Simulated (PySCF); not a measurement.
Input for PySCF: R-HF/3-21G on CH4Be (SMILES [BeH][CH3]), a point of a bond scan (R = 1.332 Å).

```python
from pyscf import gto, scf, dft, mp
from pyscf.data.elements import chemcore

mol = gto.M(
    atom='''
    Be   -0.93852540   -0.49476050   -0.13416384
    H    -2.10724892   -1.11087408   -0.30123490
    C     0.53116533    0.28001333    0.07593101
    H     1.01548029   -0.00621365    1.01576467
    H     0.42177910    1.36971531    0.09486335
    H     1.23709912    0.04633441   -0.72832381
    ''',
    basis='3-21g',
    charge=0, spin=0, verbose=3, max_memory=1800)
mf = scf.RHF(mol)
mf.conv_tol = 1e-8
mf.max_cycle = 100
mf.kernel()
if not mf.converged:
    mf = mf.newton().run(mf.mo_coeff, mf.mo_occ)
```

It printed:

```
converged SCF energy = -54.5147319008229
```

The run converged.

Cost: about 0.11 core-seconds (a rough figure).
